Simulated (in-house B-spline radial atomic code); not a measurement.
The numbers below are computed, except where a source is named.
Two electrons in Ge: a parabolic dot with ħω = 4.88 meV in all three directions

For Ge the NSM archive of the Ioffe Institute lists m_l = 1.6 m0, m_t = 0.08 m0 and ε = 16.2; the model takes one isotropic valley with the conductivity mass 3/(1/m_l + 2/m_t) = 0.117 m0, and so misses anisotropy and the other valleys. All triplets below are those of one valley; with several valleys two electrons can form a triplet in the 1s orbital itself, at an energy set by the valley splitting.

Effective-mass model with parabolic bands, a uniform dielectric constant, no image charges, no central-cell or spin-orbit terms. Two-electron levels come from full CI in B-splines with partial waves to l = 5 (up to 0.001 effective hartree above the limit).

Q: What are the effective units, and what is the potential in them?

A: Ha* = 27211.386 meV × 0.117/16.2² = 12.13 meV and a* = 0.0529177 nm × 16.2/0.117 = 7.327 nm. The frequency is ω = 0.402 Ha*. The one-electron levels are 3ω/2 = 0.6030 and 5ω/2 = 1.0050 Ha*.

In these units the lowest s and p orbitals lie at 0.603000 and 1.005000, and their Coulomb and exchange integrals are J_ss = 0.505887, J_sp = 0.421572 and K_sp = 0.08431. (For a parabolic well J_ss = √(2ω/π).) Full CI gives 1.649127 for the ground singlet, 1.928941 for the sp triplet, 2.051257 for the sp singlet and 2.330956 for the lowest triplet of two s orbitals.

Q: What does it cost to add the second electron, to first order and exactly?

A: To first order E = 2ε_s + J_ss = 1.711887, so the charging energy E(2) − 2E(1) is J_ss = 6.137 meV. CI gives 1.649127 − 2 × (0.603000) = 0.443127, or 5.376 meV: relaxation and correlation lower it by 0.7614 meV, 12.4 % of J_ss. The s² configuration of one-electron orbitals holds 94.2 % of the state, and the mean radius is 14.4 nm.

Q: How far above the singlet do the triplets lie?

A: To first order the sp triplet lies at ε_s + ε_p + J_sp − K_sp = 1.945258, which is 2.831 meV above 2ε_s + J_ss. CI gives 1.928941 − (1.649127) = 0.279814, or 3.395 meV, 70 % of the orbital spacing of 4.877 meV. The ss triplet lies 8.271 meV up, so the lower of the two is the sp one, and its gap equals k_BT at 39.4 K. The sp singlet-triplet splitting is 1.484 meV, against 2K_sp = 2.046 meV. The sp singlet lies ħω above the ground state (0.402130 against 0.402), as Kohn's theorem demands for a parabolic well.
